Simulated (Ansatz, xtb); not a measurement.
# Ranking isomers of C5H8FNO

7 gas-phase structures of C5H8FNO, from a drawn sample of its isomers (lower ones may exist). Each was relaxed with GFN2-xTB; where two conformers were screened, the lower at r2SCAN-D4/def2-SVP is listed:

A. `C[C@]1(F)CNC(=O)C1`, a singlet
B. `CC/C(F)=C\C(N)=O`, a singlet
C. `CC(=O)N[C@@H]1C[C@@H]1F`, a singlet
D. `C=C(F)NC(=O)CC`, a singlet
E. `CC(=O)N/C(C)=C\F`, a singlet
F. `O=C1CC[C@H](F)CN1`, a singlet
G. `O=C1NCCC[C@@H]1F`, a singlet

Make a reasoned guess at their ranking by r2SCAN-D4/def2-SVP single-point energy.

Calculated order at r2SCAN-D4/def2-SVP: A (0.000), F (0.076), G (0.356), B (0.540), D (0.777), E (0.823), C (1.375) eV.

Energies above the lowest of each column, in eV; the last columns are at B3LYP-D3(BJ)/def2-SVP geometries and were run for some of them only (a dash: not run or not comparable):

```json
{"structure": "A", "GFN2-xTB": "0.000", "HF/STO-3G": "0.000", "r2SCAN-D4/def2-SVP": "0.000", "B3LYP-D3(BJ)/def2-SVP": "0.000", "CCSD(T)/def2-SVP + ΔMP2/def2-TZVPP": "0.000"}
{"structure": "F", "GFN2-xTB": "0.180", "HF/STO-3G": "0.185", "r2SCAN-D4/def2-SVP": "0.076", "B3LYP-D3(BJ)/def2-SVP": "0.051", "CCSD(T)/def2-SVP + ΔMP2/def2-TZVPP": "0.106"}
{"structure": "G", "GFN2-xTB": "0.301", "HF/STO-3G": "0.338", "r2SCAN-D4/def2-SVP": "0.356", "B3LYP-D3(BJ)/def2-SVP": "0.297", "CCSD(T)/def2-SVP + ΔMP2/def2-TZVPP": "0.360"}
{"structure": "B", "GFN2-xTB": "1.220", "HF/STO-3G": "1.801", "r2SCAN-D4/def2-SVP": "0.540", "B3LYP-D3(BJ)/def2-SVP": "0.462", "CCSD(T)/def2-SVP + ΔMP2/def2-TZVPP": "0.562"}
{"structure": "D", "GFN2-xTB": "1.105", "HF/STO-3G": "1.691", "r2SCAN-D4/def2-SVP": "0.777", "B3LYP-D3(BJ)/def2-SVP": "0.681", "CCSD(T)/def2-SVP + ΔMP2/def2-TZVPP": "–"}
{"structure": "E", "GFN2-xTB": "0.999", "HF/STO-3G": "1.769", "r2SCAN-D4/def2-SVP": "0.823", "B3LYP-D3(BJ)/def2-SVP": "0.722", "CCSD(T)/def2-SVP + ΔMP2/def2-TZVPP": "–"}
{"structure": "C", "GFN2-xTB": "1.233", "HF/STO-3G": "2.030", "r2SCAN-D4/def2-SVP": "1.375", "B3LYP-D3(BJ)/def2-SVP": "–", "CCSD(T)/def2-SVP + ΔMP2/def2-TZVPP": "–"}
```

Every level run on A puts it lowest or level with the lowest. Flexible structures stand in one conformer each, not always the lowest. Frequencies (GFN2-xTB) were run for A, B, F, G alone. ΔMP2 is the change of the MP2 energy from the smaller to the larger basis.

Over these structures GFN2-xTB departs from r2SCAN-D4/def2-SVP by 0.204 eV on average once a common shift is removed. A GFN2-xTB relaxation took about 0.11 s and the r2SCAN-D4/def2-SVP energy about 2.2 s on a shared host (Ansatz 0.2.0, xtb 6.7.1).
